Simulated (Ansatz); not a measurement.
Geometry optimisation, UHF/def2-SVP in Ansatz 0.2.0.

Input:

```yaml
crystal:
  periodic: [false, false, false]
  atoms:
    - { symbol: Al, position_ang: [-0.022965, 0.0, -0.107126] }
    - { symbol: F, position_ang: [-0.072759, 0.0, 1.56155] }
    - { symbol: H, position_ang: [1.347522, 0.0, -0.83455] }
    - { symbol: Cl, position_ang: [-1.855935, 0.0, -1.101099] }
    - { symbol: Cl, position_ang: [0.023938, 0.0, 4.266224] }
magnetization:
  spin_polarized: true
  initial_magnetization: 1
basis:
  gaussian: { orbitals: def2-SVP }
hamiltonian:
  xc: hf
relax:
  f_tol: 0.03
  max_steps: 50
output:
  orbitals: {}
```

Command:

```bash
$ ansatz run input.yaml --threads 1 --pin off --max-ram 2048MiB --backend cpu --events-out ev --progress --plain --runs-dir out
```

Task: Where does it end, and by what steps?

Result: The forces met the threshold. The force dipped under the threshold on the way, but the program's further checks kept it going. After 4 steps the energy has fallen by 0.029 eV; Cl5 moved furthest, 0.23 Å.

```csv
step,energy less start (eV),largest force component (eV/Å),accepted
0,0.0000,0.796,yes
1,-0.0150,0.473,yes
2,-0.0269,0.040,yes
3,-0.0287,0.016,yes
4,-0.0290,0.003,yes
```

```xyz
5
Properties=species:S:1:pos:R:3
Al -0.026 0.000 -0.156
F -0.074 0.000 1.491
H 1.343 0.000 -0.889
Cl -1.856 0.000 -1.158
Cl 0.034 0.000 4.497
```

Whether the end is a true minimum wasn't checked by a vibrational analysis.

The run took 15 s on 1 thread of Arm Neoverse V1, with other jobs on the host, peak memory 0.18 GiB.
